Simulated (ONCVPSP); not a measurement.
# Before and after: ONCV potential for potassium (K)

ONCVPSP 4.0.1 input, shortened (lines: element, Z, core and valence counts, functional; n l f; lmax; l rc ep ncon nbas qcut; lloc lpopt rc5 dvloc0; l nproj debl; icmod fcfact rcfact), PBE, fully relativistic:

```
  K 19.00    4    2        4      upf
    1    0    2.00
    2    0    2.00
    2    1    6.00
    3    0    2.00
    3    1    6.00
    4    0    1.00
    2
    0    3.35    0.00    4    8    1.60
    1    1.40    0.00    4    7    6.00
    2    3.05    0.26    3    7    2.60
    4    5    1.20    1.00
    0    3    2.20
    1    1    1.80
    2    2    0.60
    0    0.00    0.00
```

Open shells are filled in proportion to 2j + 1.

Change: d: debl 1.95.

Cutoffs: the cutoffs (Ha) at which the residual kinetic energy of the hardest occupied pseudo-wave falls to 1 and 0.1 mHa per electron; they do not see the model core or the augmentation charge, which bear on the density cutoff. Errors are all-electron minus pseudo energies relative to the spin-unpolarised reference configuration.

Problem. What does the change do?

Solution. The potential gets neither clearly harder nor softer (11 Ha and 36 Ha → 11 Ha and 36 Ha); a bound ghost appears in d, which as a rule spoils a file; the errors of the 4 common tests hardly move.

```csv
quantity,base,changed
"cutoff, loose",11 Ha,11 Ha
"cutoff, tight",36 Ha,36 Ha
bound ghosts,none,d5/2
GHOST(+) flags under 300 eV,s at 44.6 eV,s at 44.6 eV
"error for 3p6 4s0, meV [ΔE 4.31 eV]",+11,+11
"error for 3p6 4s0.5, meV [ΔE 1.64 eV]",+1.7,+1.7
"error for 3p6 4s0 4p1, meV [ΔE 1.55 eV]",+5.0,+5.0
"error for 3p5 4s1, meV [ΔE 24.93 eV]",-109,-109
s: phases at 3.39 bohr within 0.05 rad from the reference energy up to (Ha; the scan ends near 5),1.5,1.5
p3/2: phases at 1.42 bohr within 0.05 rad from the reference energy up to (Ha; the scan ends near 5),3.2,3.2
p1/2: phases at 1.42 bohr within 0.05 rad from the reference energy up to (Ha; the scan ends near 5),3.2,3.2
d5/2: phases at 3.10 bohr within 0.05 rad from the reference energy up to (Ha; the scan ends near 5),1.2,0.4
d3/2: phases at 3.10 bohr within 0.05 rad from the reference energy up to (Ha; the scan ends near 5),1.1,n/a
```

Base: These tests converged, but a pseudo level misses the all-electron one widely, so the file describes the atom poorly there or has found another state: 3p6 4s0 4p1: empty 4s by 3.2 eV. Changed file: The cutoffs count occupied waves only; projector 2 of the d channel, the hardest unoccupied one, needs 74 Ha at the loose tolerance. These tests converged, but a pseudo level misses the all-electron one widely, so the file describes the atom poorly there or has found another state: 3p6 4s0 4p1: empty 4s by 3.2 eV. A true bound ghost makes a file unfit for plane-wave use even where its test errors are small: the radial tests pick states by their node count and pass the ghost by.
